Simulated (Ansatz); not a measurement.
Molecule: C5H10Se, net charge 0, singlet state. 
Coordinates optimised at B3LYP-D3(BJ)/def2-TZVP (Ansatz, a program for electronic structure):
```
C
H 1 1.0913
C 1 1.5199 2 110.18
H 3 1.0899 1 111.76 2 58.38
H 3 1.0914 4 107.94 1 -121.97
H 3 1.0946 4 108.08 5 -116.86
C 1 1.5218 2 109.61 3 -124.58
H 7 1.0903 1 111.72 2 -55.03
H 7 1.0923 8 108.30 1 122.59
H 7 1.0928 8 108.21 9 116.35
Se 1 1.9912 2 104.77 7 -115.40
C 11 1.9054 1 97.45 2 -52.85
C 12 1.3271 11 124.41 1 -150.75
H 13 1.0828 12 122.26 11 4.37
H 13 1.0831 14 117.10 12 179.33
H 12 1.0848 13 121.14 14 -179.52
```

Total electronic energies in hartree. Cores are frozen in the correlated levels unless marked. No spin-orbit coupling. Frozen are the shells of the preceding noble gas and the d and f shells that filled before the atom's block. No relativistic terms. CBS(X,Y): correlation extrapolated as X^-3; Hartree-Fock from the larger set.

| level | program | energy (Eh) |
|---|---|---|
| HF/cc-pVTZ | Ansatz | -2595.08886 |
| HF/aug-cc-pVQZ | Ansatz | -2595.10508 |
| RI-HF/aug-cc-pVTZ | Ansatz | -2595.09059 |
| RI-HF/cc-pVTZ | Ansatz | -2595.08875 |
| RI-HF/aug-cc-pVQZ | Ansatz | -2595.10496 |
| RI-HF/cc-pVQZ | Ansatz | -2595.10444 |
| BLYP-D3(BJ)/def2-TZVPD | Ansatz + dftd3 | (withheld) |
| revPBE/def2-TZVPD | Ansatz | -2597.89207 |
| B97M-V/def2-TZVPD | Ansatz | -2597.71868 |
| B3LYP-D4/def2-TZVPD | Ansatz + dftd4 | -2598.21928 |
| B3LYP/def2-TZVPD | Ansatz | -2598.19693 |
| PBE0-D3(BJ)/def2-TZVPD | Ansatz + dftd3 | (withheld) |
| BHLYP-D4/def2-TZVPD | Ansatz + dftd4 | -2598.02371 |
| BHLYP/def2-TZVPD | Ansatz | -2598.00698 |
| r2SCANh/def2-TZVPD | Ansatz | -2598.00454 |
| HSE06-D3(BJ)/def2-TZVPD | Ansatz + dftd3 | -2597.62210 |
| LC-wPBE-D3(BJ)/def2-TZVPD | Ansatz + dftd3 | -2597.70623 |
| wB97M-V/def2-TZVPD | Ansatz | -2597.90353 |
| B2GP-PLYP-D3(BJ)/def2-TZVPD | Ansatz + dftd3 | -2597.36223 |
| SCS-MP2/cc-pVQZ | Ansatz | -2596.19518 |
| CCSD/STO-3G | Ansatz | -2566.76515 |
| CCSD(T)/cc-pVTZ | Ansatz | -2596.21164 |
| CCSD(T)/CBS(cc-pVTZ,cc-pVQZ) | Ansatz | -2596.3299 |

### Question
Complete the blanks.

### Answer

- BLYP-D3(BJ)/def2-TZVPD, energy (Eh): -2598.10488
- PBE0-D3(BJ)/def2-TZVPD, energy (Eh): -2597.63413
